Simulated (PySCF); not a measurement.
¹⁵N chemical shifts

[PySCF: GFN2-xTB structure; σ from GIAO-PBE0/pcSseg-1; no solvent; equivalent nuclei averaged; non-relativistic; single conformer]

Shieldings were converted by a linear fit to measured shifts: ¹⁵N (scatter 6.3 ppm rms vs CH3NO2, solution or neat liquid). A few per cent of atoms miss by over 2 rms, more outside the fitted compound classes.

**Question.** Give the ¹⁵N shifts of `C=C[C@H]1CN([SiH3])N=C1C`, `C#C[C@@](C)(/C=N\C)N[SiH3]`, `Cc1ccn([SiH](C)C)n1`.

**Answer.** 
```tsv
compound	environment	δ (ppm)
[CH2:1]=[CH:2][C@H:3]1[CH2:4][N:5]([SiH3:6])[N:7]=[C:8]1[CH3:9]	N7: imine nitrogen	-47.8
[CH2:1]=[CH:2][C@H:3]1[CH2:4][N:5]([SiH3:6])[N:7]=[C:8]1[CH3:9]	N5: nitrogen bonded to O or N	-281.0
[CH:1]#[C:2][C@@:3]([CH3:4])(/[CH:5]=[N:6]\[CH3:7])[NH:8][SiH3:9]	N6: imine nitrogen	-31.7
[CH:1]#[C:2][C@@:3]([CH3:4])(/[CH:5]=[N:6]\[CH3:7])[NH:8][SiH3:9]	N8: nitrogen bonded to C, Si, H	-356.3
[CH3:1][c:2]1[cH:3][cH:4][n:5]([SiH:6]([CH3:7])[CH3:8])[n:9]1	N9: pyridine-type nitrogen of an azole	-75.9
[CH3:1][c:2]1[cH:3][cH:4][n:5]([SiH:6]([CH3:7])[CH3:8])[n:9]1	N5: pyrrole-type ring nitrogen	-182.6
```

**Question.** Order these by ¹⁵N shift, lowest first.
A. CC(C)(C)C(N)=O
B. C=C[C@@](C)(C#N)C[S@@](C)=O
C. N[Si@@H]1CC[C@@H]1F

**Answer.** C (-378.4 ppm, nitrogen bonded to Si, 2 H), A (-294.0 ppm, amide-type nitrogen), B (-115.8 ppm, nitrile nitrogen).
